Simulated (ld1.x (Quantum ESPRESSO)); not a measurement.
## u(r) = r·R(r): atom against pseudo-atom (beryllium (Be))

Columns: radius, all-electron u(r) and pseudo u(r) of the 2s shell (level -5.47 eV) of beryllium in the configuration [He] 2s2 2p0; BLYP, non-relativistic, TM scheme, ld1.x (Quantum ESPRESSO) 7.5.

```csv
r (bohr),all-electron,pseudo
0.173,0.2512,-0.0691
0.345,0.2095,-0.1283
0.518,0.0696,-0.1747
0.690,-0.0894,-0.2176
0.862,-0.2366,-0.2771
1.035,-0.3610,-0.3648
1.208,-0.4591,-0.4591
1.380,-0.5326,-0.5326
1.553,-0.5846,-0.5846
1.725,-0.6165,-0.6165
1.898,-0.6320,-0.6320
2.070,-0.6341,-0.6341
2.242,-0.6259,-0.6259
2.415,-0.6097,-0.6097
2.588,-0.5878,-0.5878
2.760,-0.5619,-0.5619
2.932,-0.5334,-0.5334
3.105,-0.5031,-0.5031
3.278,-0.4722,-0.4722
3.450,-0.4415,-0.4415
3.623,-0.4111,-0.4111
3.795,-0.3816,-0.3816
3.968,-0.3532,-0.3532
4.140,-0.3261,-0.3261
4.312,-0.3005,-0.3005
4.485,-0.2762,-0.2762
```

(1) How many radial nodes do the two functions have?

(2) At about which radius was the pseudo-wave matched?

(3) Is the pseudo-wave norm-conserving?

Results:

(1) The all-electron 2s function has n − l − 1 = 1; the pseudo-wave has 0, since the states of the same l below it are removed with the core.

(2) 1.25 bohr, where the columns begin to agree (steps of 0.17 bohr).

(3) Yes: the TM scheme keeps the norm inside the radius equal to the all-electron one, which fixes the energy derivative of the logarithmic derivative at the level.
